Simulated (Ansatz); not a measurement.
A geometry relaxed with Ansatz (a program for electronic structure) with B3LYP-D3(BJ)/def2-SVP, charge 0, multiplicity 1:

```xyz
14

C      1.7933    -0.4926     0.2197
H      1.0611     1.4258     0.7922
O     -2.1870     0.1713     1.1459
F      2.9320    -0.4507     0.9257
H     -1.3180     1.4818    -2.0823
H      0.5400     0.0847     1.8483
O     -1.3483     1.6966    -1.1394
C      0.7196     0.3811     0.8055
Ge    -0.9897     0.2713    -0.1529
F      2.0905    -0.1409    -1.0443
H     -3.0934     0.2776     0.8260
F      1.4023    -1.7939     0.1842
H     -0.5206    -1.8283    -1.0347
O     -1.0819    -1.0842    -1.2941
```

Question: Write the SMILES of this molecule.

Answer: `[OH][Ge]([OH])([OH])[CH2]C(F)(F)F`
